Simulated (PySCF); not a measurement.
## Radial density of Ni²⁺ (nickel, charge +2)

MN15, [Ar] 3d8, high-spin 3F determinant. Calculation: PySCF 2.14, in def2-SVP (5s3p2d1f, 31 functions); no relativity, point nucleus.

```
r (bohr)  4πr²ρ (e/bohr)  4πr²(ρα − ρβ)
 0.00101          0.1775         0.0000
 0.00170          0.4903         0.0000
 0.00286           1.309         0.0000
 0.00481           3.303         0.0000
 0.00808           7.803        -0.0001
  0.0136           16.21        -0.0001
  0.0229           27.55        -0.0002
  0.0385           33.73        -0.0002
  0.0647           28.39         0.0013
   0.109           29.50         0.0234
   0.183           38.07         0.2047
   0.308           20.70         0.8981
   0.518           18.66         1.9545
   0.871           15.75         1.7582
    1.47           3.567         0.5798
    2.47          0.3398         0.0620
    4.15       0.0004850         0.0001
    6.97       2.353e-05         0.0000
```
